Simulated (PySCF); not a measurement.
BF, SMILES F[B] (connectivity only; charge and spin as stated), charge +1, multiplicity 2.

Geometry: B3LYP-D3(BJ)/def2-TZVPD.

Calculation: r2SCAN/def2-TZVPD (PySCF).

The molecule is in vacuum.

- total energy: -124.26044 hartree
- point group: C∞v
- α spin, highest occupied and lowest empty level: -18.55 and -11.49 eV
- β spin, highest occupied and lowest empty level: -22.34 and -13.48 eV
- dipole moment about the centre of nuclear charge: 3.41 D
- mean static polarisability: 9.6 bohr³ (1.42 Å³)
- polarisability, principal values: 9.6, 9.6, 9.7 bohr³
- ⟨S²⟩: 0.756 (pure state 0.75)
